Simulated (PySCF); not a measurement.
Species: C6H13BO2.
Z-matrix (Å and degrees, PBE0-D3(BJ)/def2-SVP geometry), rows numbered from 1:
```
C 
C   1  1.5291
C   2  1.5291  1  110.50
C   2  1.5298  1  109.31  3  -120.63
C   2  1.5389  1  110.78  3   120.35
C   5  1.5475  2  116.12  1   -58.62
O   6  1.4180  5  105.63  2   119.00
B   7  1.3588  6  107.98  5     1.85
O   8  1.3601  7  113.62  6    -0.08
H   1  1.1001  2  110.88  3   178.57
H   1  1.1007  2  110.30  3    59.30
H   1  1.1016  2  112.37  3   -60.30
H   3  1.1015  2  112.26  1    58.03
H   3  1.1021  2  111.28  1   179.13
H   3  1.1009  2  110.32  1   -61.52
H   4  1.0994  2  110.72  1   -61.63
H   4  1.1010  2  110.65  1    58.65
H   4  1.1019  2  111.11  1   178.43
H   5  1.1040  2  107.62  1   177.01
H   6  1.1009  5  112.76  2    -0.13
H   6  1.1012  5  112.17  2  -121.96
H   8  1.2004  7  123.18  6   179.94
```

Probes without a nucleus sit at each ring's centroid and 1 Å off its mean plane on both sides; NICS is minus the shielding there, NICSzz its component along the normal. Level: GIAO B3LYP/pcSseg-1 (PySCF, non-relativistic, gas phase) on the PBE0-D3(BJ)/def2-SVP geometry, one conformer.

Ring bond lengths (Å): C5–C6 1.547, C6–O7 1.418, O7–B8 1.359, B8–O9 1.360, O9–C5 1.426.

Problem. Give the NICS values of each ring in ppm.

Solution. 
| ring | type | NICS(0) | NICS(1), two faces | NICS(1)zz, two faces | rms pucker (Å) | centre to ring atoms, mean (Å) |
| --- | --- | --- | --- | --- | --- | --- |
| C5–C6–O7–B8–O9 | 5-membered ring with B and 2 O; formal bonds all single | -5.9 | -2.2 / -3.3 | -5.5 / -5.5 | 0.01 | 1.21 |

Problem. What do they say, and how far can they be read as aromaticity?

Solution. 
- C5–C6–O7–B8–O9: mean NICS(1)zz -5.5 ppm, shielded. C5, C6 have four or more neighbours, so the value isn't read as a sign of a π ring current.

Problem. Give the inner angles of the rings.

Solution. 
- C5–C6–O7–B8–O9: C5 104.0°, C6 105.6°, O7 108.0°, B8 113.6°, O9 108.7°; sum 539.9° against 540° for a flat convex ring.

Problem. How do the values depend on the level or the medium?

Solution. 
```
                                   level  NICS(0), C5–C6–O7–B8–O9  mean NICS(1)zz, C5–C6–O7–B8–O9
                     B3LYP/pcSseg-1, gas                     -5.9                            -5.5
                      PBE0/pcSseg-1, gas                     -6.2                            -5.6
PBE0/pcSseg-1, IEF-PCM dimethylsulfoxide                     -6.1                            -5.5
```

The geometry is the same throughout; the continuum's cavity takes Bondi-type radii × 1.2.
